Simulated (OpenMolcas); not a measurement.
## Ru I: from CASSCF to CASPT2

* Program: OpenMolcas
* Basis: ANO-RCC-VTZP [7s6p4d2f1g]
* Scalar Hamiltonian: DKH2, point nucleus
* Active space: 8 electrons in 6 orbitals (4d 5s)
* State averaging: 2S+1 = 5 even, 15 roots; 2S+1 = 3 even, 75 roots; 2S+1 = 1 even, 57 roots
* Spin-orbit coupling: RASSI with atomic mean-field integrals over the reference wave functions, term energies averaged over their components

Methods on the same reference wave functions:
A. CASSCF
B. SS-CASPT2, IPEA 0.25 Eh, imaginary shift 0.1 Eh (closed shells correlated: 4s 4p)
C. MS-CASPT2, IPEA 0.25 Eh, imaginary shift 0.1 Eh (closed shells correlated: 4s 4p)

Energies in cm-1 above 4d7 5s 5F5, the measured ground level; measured values from NIST Handbook of Basic Atomic Spectroscopic Data.

```csv
Level,A,B,C,Measured
4d7 5s 5F5,0.0,0.0,0.0,0.0
4d7 5s 5F4,1223,1212,1212,1191
4d7 5s 5F3,2162,2150,2150,2092
4d7 5s 5F2,2827,2810,2810,2713
4d7 5s 5F1,3250,3220,3220,3105
4d7 5s 3F4(1),9320,6310,6310,
4d6 5s2 5D4,10272,4070,4070,7483
4d7 5s 3F3(1) [73 %],10913,7900,7900,
4d6 5s2 5D3 [74 %],11346,5160,5160,8575
4d6 5s2 5D2,11765,5790,5790,9058
4d7 5s 3F2(1),12098,8780,8780,
4d6 5s2 5D1,12213,6180,6180,9073
4d6 5s2 5D0,12408,6370,6370,9492
4d7 5s 5P3,12943,9330,9330,8771
4d7 5s 5P2 [64 %],13049,9180,9180,8044
4d7 5s 5P1,13827,10060,10060,9620
4d7 5s 3G5,15290,12740,12740,
4d7 5s 3G4,15969,13320,13320,
4d7 5s 3P2(1) [67 %],16358,11680,11680,
4d7 5s 3G3,16771,14200,14200,
4d7 5s 3P1(1),18088,13310,13300,
4d7 5s 3P0(1) [72 %],18715,13640,13640,
4d7 5s 3H6,19544,16470,16470,
4d7 5s 1G4 [55 %],19592,15650,15680,
```

Deviations, from unrounded energies. A percentage is the sum of absolute deviations over the sum of measured energies, with the sign that they share, or ± where signs differ.

```csv
Against measurement,Levels,A,B,C
mean absolute deviation (cm-1),12,2300,1500,1500
fine structure of the ground term (%),4,+4.0,+3.3,+3.3
other terms of the ground configuration (%),3,+50.6,+8.1,+8.1
other configurations (%),5,+32.8,-36.9,-36.9
```

B, C lie about equally close to measurement and A furthest from it. The largest miss of C in the table is 4d6 5s2 5D4, by -3400 cm-1. The ranking rests on the paired levels alone, and a cruder setting can come out closer through cancelling errors.

Between B and C the level of the table that moves most is 4d7 5s 1G4 [55 %], by 25 cm-1 (lowest in B, highest in C). Moves below CASPT2's spread within the term are not significant.

The two smallest mean deviations differ by little beside CASPT2's spread within terms, so their order carries little weight.

From A to B the spin-free energies of the other terms of 4d7 5s shown, above 5F, scale by factors of 0.65 to 0.83.

The lowest spin-free term lies below A's lowest term by 0.521 hartree in B, 0.521 hartree in C.

CASPT2 breaks the degeneracy within a term, and the mean is taken; among the terms shown or strongly mixed into the levels shown the widest spread is 1100 cm-1 (4d7 5s 5F, C). Configurations are named by rounded mean occupations; where the s occupation lies near a half they are strongly mixed, a name can repeat and a true partner stay unpaired. A single d shell beside an s shell can misplace configurations of different d count against each other. Without dynamic correlation excited terms often stand tens of per cent too high (terms of higher spin than the ground term too low), and those without a measured partner can miss by more than the paired ones (holds for A). Blocks of more than 70 roots (2S+1 = 3 even) ran without multistate coupling (holds for C). Computed and measured levels are paired by configuration, term and J; levels that our copy of the source lacks, or whose pairing is in doubt (as where it misses far off the trend of its configuration), stay unpaired and out of the deviations. Levels of configurations outside the active space are missing. Levels that lie high or do not pair safely by name in every column are left out.

A share in square brackets marks a mixed level and gives the weight of the term that names it, the lowest over the columns. A number in round brackets counts repeated terms of one configuration in the order of the reference energies.
